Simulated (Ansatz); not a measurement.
Geometry optimisation, RKS PBE0/def2-SVP in Ansatz.

input.yaml

```yaml
crystal:
  periodic: [false, false, false]
  atoms:
    - { symbol: Ga, position_ang: [-0.695083, -0.282016, 1.609776] }
    - { symbol: O, position_ang: [-0.044957, -0.432329, -0.09183] }
    - { symbol: C, position_ang: [0.436007, -0.338593, -1.37691] }
    - { symbol: S, position_ang: [-0.301848, 1.820195, 2.046117] }
    - { symbol: H, position_ang: [0.164368, 1.67403, 0.775078] }
    - { symbol: H, position_ang: [-1.300422, -1.513906, 2.318723] }
    - { symbol: H, position_ang: [1.467735, 0.073334, -1.401967] }
    - { symbol: H, position_ang: [-0.191062, 0.327881, -2.004346] }
    - { symbol: H, position_ang: [0.465163, -1.328595, -1.874541] }
basis:
  gaussian: { orbitals: def2-SVP }
hamiltonian:
  xc: pbe0
relax:
  f_tol: 0.03
  max_steps: 50
```

Launched with:

```bash
$ ansatz run input.yaml --threads 2 --pin off --max-ram 3072MiB --backend cpu --events-out ev --progress --plain --runs-dir out
```

Task: Where does it end, and by what steps?

Result: The forces met the threshold. After 10 steps the energy has fallen by 0.503 eV; O2 moved furthest, 0.65 Å.

```csv
step,energy less start (eV),largest force component (eV/Å),accepted
0,0.0000,1.487,yes
1,-0.1431,1.072,yes
2,-0.2539,0.786,yes
3,-0.3091,0.649,yes
4,-0.3649,0.758,yes
5,-0.4222,0.450,yes
6,-0.4658,0.235,yes
7,-0.4915,0.203,yes
8,-0.4983,0.251,yes
9,-0.5016,0.136,yes
10,-0.5026,0.024,yes
```

```xyz
9
Properties=species:S:1:pos:R:3
Ga -0.645 -0.406 1.396
O -0.209 -1.046 -0.210
C 0.383 -0.350 -1.262
S -0.205 1.714 1.819
H 0.311 1.952 0.594
H -1.305 -1.378 2.405
H 1.313 0.176 -0.969
H -0.296 0.401 -1.713
H 0.653 -1.063 -2.060
```

Whether the end is a true minimum wasn't checked by a vibrational analysis.

Time of the run: 28 s on 2 threads of Intel(R) Xeon(R) Platinum 8488C (Sapphire Rapids) (shared host), peak memory 0.25 GiB.
